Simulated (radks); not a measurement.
The numbers below are computed, except where a source is named.
Ionisation of the erbium ion Er15+, [Kr] 4d10 4f7, to Er16+, [Kr] 4d10 4f6, under several functionals. Dirac Kohn-Sham, spin-unpolarised, spherical densities, finite nucleus; open shells fill j = l - 1/2 first; a radial shooting solver on a logarithmic mesh with Libxc functionals.

functional                                        E(Er15+) (hartree)  Exc (hartree)  IE (eV)  -e(HOMO) (eV)  <r> HOMO (bohr)  IE error (eV)
LDA (Slater exchange, Perdew-Zunger correlation)         -13014.8936      -258.7892   327.72         310.42           0.6045          -17.3
revPBE                                                   -13023.8064      -267.8046   327.19         309.88           0.6044          -17.8
HCTH/407                                                 -13030.7889      -275.0615   329.68         312.29           0.6005          -15.3
PBEsol                                                   -13019.2000      -263.1473   327.29         309.98           0.6043          -17.7
Wu-Cohen GGA                                             -13022.3371      -266.3160   327.37         310.06           0.6044          -17.6
BLYP                                                     -13024.3098      -268.2920   327.09         309.79           0.6053          -17.9
LDA (Slater exchange, Perdew-Wang correlation)           -13014.8868      -258.7817   327.72         310.42           0.6045          -17.3
exchange-only B88                                        -13021.3539      -265.3282   325.57         308.28           0.6052          -19.4

NIST Atomic Spectra Database: 345 eV (theoretical). Closest: HCTH/407. The Delta-SCF values span 4.11 eV, the total energies 15.90 hartree. The highest occupied level is 4f7/2. Spin polarisation and multiplet splitting are left out, so open shells lie too high by an amount that depends on their filling.

Beside tabulated values, note that spin-unpolarised runs miss the spin-polarisation part of the exchange energy of open shells.
